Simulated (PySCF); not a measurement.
Species: C5H6ClNS.
Bonds: C1–C2, C2–C3, C3–N4 (aromatic), N4–C5 (aromatic), C5–Cl6, C5–C7 (aromatic), C7–S8 (aromatic), C3–S8 (aromatic). Hydrogens: H9, H10, H11 on C1; H12, H13 on C2; H14 on C7.

Vertical excitations from PySCF (density fitting, frozen core in the response, grid level 2 and gas phase unless stated; continuum runs use non-equilibrium linear response for the excitations) on a GFN2-xTB geometry. Reference run:

```
                               settings    S1, eV (f)    S2, eV (f)    S3, eV (f)    S4, eV (f)    S5, eV (f)    S6, eV (f)  T1, eV (Tamm–Dancoff)  mean α (au)
B3LYP/def2-SVPD, full TDDFT, 8 singlets  5.05 (0.074)  5.30 (0.004)  5.44 (0.000)  6.20 (0.004)  6.23 (0.026)  6.49 (0.010)                   3.55         98.1
```

What do these settings give: WP04/MINI, full TDDFT, 25 singlets?

| settings | S1, eV (f) | S2, eV (f) | S3, eV (f) | S4, eV (f) | S5, eV (f) | S6, eV (f) | T1, eV (Tamm–Dancoff) | mean α (au) |
| --- | --- | --- | --- | --- | --- | --- | --- | --- |
| WP04/MINI, full TDDFT, 25 singlets | 4.82 (0.000) | 5.06 (0.056) | 5.67 (0.000) | 6.16 (0.000) | 6.37 (0.097) | 6.74 (0.013) | 3.43 | 56.2 |

S1 moves by -0.23 eV; functional and basis change together, so the shift can't be laid on one. States are counted by energy in each run and needn't keep their character from row to row.

WP04 was designed for NMR shieldings or shifts; total energies of different functionals aren't comparable.

Which orbital pairs make up S1 in each run, and how does it sit against the orbital gap?

| settings | S1 configurations (weight) | S1 (eV) | orbital gap (eV) | S1 − gap (eV) |
| --- | --- | --- | --- | --- |
| B3LYP/def2-SVPD, full TDDFT, 8 singlets | H→L 0.91 | 5.05 | 5.50 | -0.45 |
| WP04/MINI, full TDDFT, 25 singlets | H−1→L 1.00 | 4.82 | 4.93 | -0.11 |

The values belong to the conformer `[CH3:1][CH2:2][c:3]1[n:4][c:5]([Cl:6])[cH:7][s:8]1`: C1–C2–C3–N4 94°.
